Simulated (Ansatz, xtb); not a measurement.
A geometry optimisation of CH2Se with r2SCAN-D4/def2-SVP

The starting geometry of this gas-phase singlet has its atoms placed at random.

```xyz
4

C     1.6495   -0.6328   -0.7029
Se   -0.5658   -1.0393   -0.8277
H    -0.8133    0.2776   -1.1485
H     0.4205   -0.1904    0.8929
```

Q: Guess where an optimisation with r2SCAN-D4/def2-SVP ends from this start.

A: It ends as a structure given below by its coordinates. Distances that change by over a tenth: Se2–H3 (1.38 → 1.52 Å). Contacts that close: C1–Se2 (2.26 → 1.78 Å), C1–H4 (2.06 → 1.11 Å).

The energy falls by 5.61 eV over 11 steps:

```csv
step,E − E(last) (eV)
1,5.608
2,3.999
3,2.158
4,1.262
5,0.516
7,0.048
8,0.028
9,0.004
10,0.000
11,0.000
```

Final geometry (Å):

```yaml
atoms:
  - { symbol: C, position_ang: [1.1107, -0.8920, -0.1062] }
  - { symbol: Se, position_ang: [-0.2990, -0.9793, -1.1830] }
  - { symbol: H, position_ang: [-1.1817, 0.2433, -0.9900] }
  - { symbol: H, position_ang: [1.0610, 0.0430, 0.4929] }
```

From the same start GFN2-xTB reaches the same bonding as this run.

From so rough a start the end depends on the optimiser's path, so another program may land elsewhere. The end wasn't checked by frequencies. Run with Ansatz 0.2.0, 7.2 s on 1 thread of Intel(R) Xeon(R) 6975P-C (Granite Rapids) (shared host).
